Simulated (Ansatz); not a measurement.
Reaction (ligand exchange at a B–Br bond): `NCBBr` + H₂Te → `NCB[TeH]` + HBr

Gas-phase electronic energies from Ansatz, PBE0-D4/def2-TZVP geometries. CBS: MP2 limit from def2 TZ/QZ plus the TZ coupled-cluster correction, frozen cores. Elements past krypton have def2 core potentials. For Br, Te outer-core shells are correlated without core-valence functions, which leaves a few kJ/mol of doubt a bond. Scalar relativity is left out up to krypton. One conformer a species, not always the lowest.

| species | CCSD(T)/CBS(def2) energy (Eh) |
| --- | --- |
| `NCBBr` | -2693.89875 |
| H₂Te | -268.91024 |
| `NCB[TeH]` | -388.88213 |
| HBr | -2573.91920 |

Question: Work out ΔE.

Answer: ΔE = (-388.88213) + (-2573.91920) − (-2693.89875) − (-268.91024) = 0.00766 Eh = +20.1 kJ/mol.

Largest T1 diagnostic among the species: 0.013.

In def2-TZVPP, CCSD(T) changes the Hartree–Fock value by −12.3 kJ/mol (the triples alone add −2.4 kJ/mol) and MP2 by −13.3 kJ/mol.
